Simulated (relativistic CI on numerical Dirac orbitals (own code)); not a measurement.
## Judd-Ofelt analysis for Pm³⁺

Calculated at this level of theory: Dirac-Coulomb-Breit CI, separate exchange-only KLI orbitals for each configuration, model QED, valence Slater integrals scaled by 0.7 (own radial code, finite nucleus).

Configuration 4f4 alone, in intermediate coupling. Take Ω₂ = 1.87, Ω₄ = 2.0, Ω₆ = 2.32 (10⁻²⁰ cm²) and refractive index n = 1.63 as given. A_ED = 64π⁴e²ν³ n(n² + 2)²/[27h(2J + 1)] Σ Ω_λ |U^λ|², in Gaussian units with ν in cm⁻¹, and A_MD is n³ times the free-ion magnetic-dipole rate; a dash marks a rate that is forbidden or under 2 % of the level's free-ion decay.

Emitting level 5I_8 at 6367 cm⁻¹ (radiative decay alone: multiphonon quenching in a host is left out, and the level can lie too high or too low):

| To | ν (cm⁻¹) | U² squared | U⁴ squared | U⁶ squared | Free-ion A(M1) (s⁻¹) |
| --- | --- | --- | --- | --- | --- |
| 5I_4 | 6367 | 0.0000 | 0.0000 | 0.0115 | - |
| 5I_5 | 4877 | 0.0000 | 0.0020 | 0.1293 | - |
| 5I_6 | 3287 | 0.0015 | 0.0248 | 0.6147 | - |
| 5I_7 | 1650 | 0.0270 | 0.1311 | 1.5056 | 0.176 |

Problem. Give the rates, branching ratios and the radiative lifetime.

Solution. The rates are:

```json
{"To": "5I_4", "λ (nm)": "1571", "A_ED (s⁻¹)": "1.15", "A_MD (s⁻¹)": "0", "β (%)": "5.9"}
{"To": "5I_5", "λ (nm)": "2050", "A_ED (s⁻¹)": "5.89", "A_MD (s⁻¹)": "0", "β (%)": "30.3"}
{"To": "5I_6", "λ (nm)": "3042", "A_ED (s⁻¹)": "8.78", "A_MD (s⁻¹)": "0", "β (%)": "45.1"}
{"To": "5I_7", "λ (nm)": "6060", "A_ED (s⁻¹)": "2.86", "A_MD (s⁻¹)": "0.763", "β (%)": "18.6"}
```

τ_rad = 5.14e-02 s. Computed level positions enter as ν³, so measured ones would change the rates. For the strongest line (3042 nm) and an assumed effective width Δλ = 280 nm (300 cm⁻¹), the Füchtbauer-Ladenburg formula σ = λ⁴A/(8πcn²Δλ) gives a peak emission cross-section of 0.14 × 10⁻²⁰ cm².
